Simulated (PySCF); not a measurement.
## The Hf–H bond energy of HfH₄

Computed with PySCF, PBE0, basis Hf def2-TZVP with ECP60, H def2-TZVP (scalar-relativistic core potentials, no spin–orbit coupling, density fitting).

Each entry is the lowest minimum that a search over a few typed start shapes (and spin states, where more than one is plausible) found, or that minimum re-optimised at the stated level; isomers with ligand–ligand bonds, or fragments after loss of a ligand pair, can lie lower.

Total energies (Eh), which compare only within these settings: H atom -0.50106.

```csv
species,2S+1,group,E (Eh),ZPE (kJ/mol)
HfH₃,2,C3v,-49.67762,39.2
HfH₄,1,Td,-50.30247,59.3
```

(1) What are De and D0 for HfH₄ → HfH₃ + H?

Results:

(1) De = [(-49.67762) + (-0.50106) − (-50.30247)] × 2625.5 = 325 kJ/mol. The zero-point energy changes by -20.1 kJ/mol, so D0 = 305 kJ/mol.

Atoms and open shells are unrestricted, without spin–orbit or basis-set superposition corrections.

One determinant describes each species, so states of open d or f shells may be missed.

Spin–orbit coupling can matter for elements this heavy.
